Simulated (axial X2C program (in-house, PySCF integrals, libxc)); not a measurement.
**InBr⁻ at several levels of theory**

All values were computed with an in-house all-electron X2C program for linear molecules (integrals from PySCF). Spin-free means the one-electron spin-free X2C Hamiltonian; two-component (2c) means X2C with spin–orbit coupling and atomic mean-field two-electron Coulomb and Gaunt terms, so the difference of the two also holds small scalar two-electron terms. Basis: In dyall-acv3z [12s13p10d5f1g], Br dyall-acv3z [9s10p7d5f1g] (cores contracted in-house); Gaussian nuclei, density fitting, unrestricted open shells. Masses: In 114.904 u, Br 78.918 u.

Input:
```json
{
 "zs": [
  49,
  35
 ],
 "q": -1,
 "bas": [
  "dyall-acv3z",
  "dyall-acv3z"
 ],
 "levels": [
  "PBE0",
  "HF",
  "PBE50"
 ],
 "cc": true,
 "r0": 2.56,
 "thr": -1.0,
 "nmax": 90,
 "npts": 10,
 "nst": 2,
 "ntry": 6
}
```
```bash
python so2c.py task.json out
```

Keys: zs atomic numbers; q charge; bas basis sets; levels methods; cc coupled cluster on or off; r0 starting distance in Å; thr threshold in hartree for freezing inner shells (an s shell follows its p shell); nmax most natural virtual spinors; npts points on the curve; nst determinants followed; ntry starts of the search. HF also brings MP2.

State, spin-free: M_S = 1/2, Λ = 1 (beyond evenly filled blocks: π+α); electrons by block: σα: 18, σβ: 18, π+α: 10, π+β: 9, π-α: 9, π-β: 9, δ+α: 3, δ+β: 3, δ-α: 3, δ-β: 3. Fragments: In + Br-.

State, 2c: Ω = 1/2 (⟨Sz⟩ = -0.50, ⟨Lz⟩ = 1.00 at PBE0); electrons by block: 1/2: 28, -1/2: 27, 3/2: 12, -3/2: 12, 5/2: 3, -5/2: 3. Fragments: In + Br-.

| Hamiltonian | level | Re (Å) | ωe (cm⁻¹) | ωexe (cm⁻¹) | αe (cm⁻¹) | De (eV) | D0 (eV) | μ (D) |
| --- | --- | --- | --- | --- | --- | --- | --- | --- |
| spin-free | PBE0 | 2.736 | 150.6 | 0.655 | 0.000258 | 1.22 | 1.22 | -0.02 |
| spin-free | HF | 2.820 | 128.9 | 0.717 | 0.000294 | 0.867 | 0.859 | -0.62 |
| spin-free | MP2 | 2.772 | 147.0 | 0.656 | 0.000255 | 1.19 | 1.18 | n/a |
| spin-free | CCSD | 2.788 | 142.2 | 0.673 | 0.000263 | 1.16 | 1.15 | n/a |
| spin-free | CCSD(T) | 2.784 | 144.5 | 0.65 | 0.000255 | 1.19 | 1.18 | n/a |
| spin-free | PBE50 | 2.722 | 153.2 | 0.678 | 0.000263 | 1.20 | 1.19 | -0.15 |
| 2c | PBE0 | 2.743 | 148.5 | 0.663 | 0.000261 | n/a | n/a | -0.20 |
| 2c | HF | 2.831 | 126.3 | 0.743 | 0.000302 | 0.752 | 0.744 | -0.84 |
| 2c | MP2 | 2.778 | 145.1 | 0.666 | 0.000258 | 1.10 | 1.09 | n/a |
| 2c | CCSD | 2.795 | 140.3 | 0.685 | 0.000267 | 1.07 | 1.06 | n/a |
| 2c | CCSD(T) | 2.791 | 142.7 | 0.66 | 0.000258 | 1.10 | 1.10 | n/a |
| 2c | PBE50 | 2.728 | 151.3 | 0.69 | 0.000267 | n/a | n/a | -0.32 |

Correlated methods: 11 electrons correlated (number of frozen shells: In 4 s, 3 p, 2 d; Br 3 s, 2 p, 1 d), 337 virtual spin orbitals or spinors in MP2, 90 natural virtuals in coupled cluster.

Dipoles are positive if Br is the positive end and refer to the centre of mass.

The state is one determinant whose occupation by symmetry is held fixed; it was picked as the lowest of a PBE0 search that is not exhaustive. Dissociation energies refer to the lowest single-determinant-based atoms at the same level and basis. De is not given where an atomic determinant may have missed its ground term or J level, or where the truncated virtual space spoils (T). Density functionals use the spin component along the axis (collinear). Coupled cluster ran in a truncated set of natural virtual spinors; the MP2 energy of the rest was added. (T) has no such correction and the atoms are truncated less, which lowers De at CCSD(T) by a hundredth of an eV or more. The functionals have no current-density term, which raises determinants with orbital currents, atoms included. The highest occupied level of some functionals is positive through self-interaction error; at Hartree–Fock it is bound. With the outer-core shells frozen, correlated bond lengths of heavy atoms tend to come out a few hundredths of an ångström too long. Hartree–Fock gets electron affinities wrong, so its lowest charge split need not be the true one.

Rough cost a point (2c) on 1 thread(s) of a shared host, integrals apart: PBE0 1.8 s, HF 1.9 s, CCSD(T) 7 s, PBE50 2 s.

The whole task took 4.7 min on 1 thread of Arm Neoverse V2, on a shared host.
